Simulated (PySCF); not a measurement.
**MoO₂Cl₂: adding exact exchange**

Base calculation in PySCF with density fitting and no spin–orbit coupling, PBE/def2-TZVP (scalar-relativistic core potentials): singlet, C2v, Mo–Cl 2.256 Å (×2), Mo–O 1.690 Å (×2); Cl–Mo–Cl 112.0°, Cl–Mo–O 109.5° (×4), O–Mo–O 106.8°; wavenumbers 117, 176, 206, 237, 338, 428, 449, 987, 1009 cm⁻¹; dipole moment 1.31 D, gap between the highest occupied and lowest empty levels 3.70 eV, polar-tensor charge of Mo 1.92 e, atomisation energy (no zero-point energy) 2185 kJ/mol.

**Question.** What changes on going to PBE0/def2-TZVP (scalar-relativistic core potentials)?

**Answer.** The point group stays the same. Changes: mean bond to Mo -0.020 Å, smallest bond angle -0.1 degrees, highest wavenumber +73 cm⁻¹, lowest wavenumber +3 cm⁻¹, dipole moment -0.08 D, gap between the highest occupied and lowest empty levels +2.46 eV, polar-tensor charge of Mo +0.27 e, atomisation energy (no zero-point energy) -242 kJ/mol. The new structure has Mo–Cl 2.243 Å (×2), Mo–O 1.663 Å (×2); Cl–Mo–Cl 111.7°, Cl–Mo–O 109.6° (×4), O–Mo–O 106.7°, with wavenumbers 120, 182, 215, 246, 354, 450, 465, 1049, 1082 cm⁻¹. Exact exchange shortens and stiffens the bonds and opens the gap, the usual pattern.

Only the bonding shown was studied: isomers, or loss of a ligand pair, can lie lower.
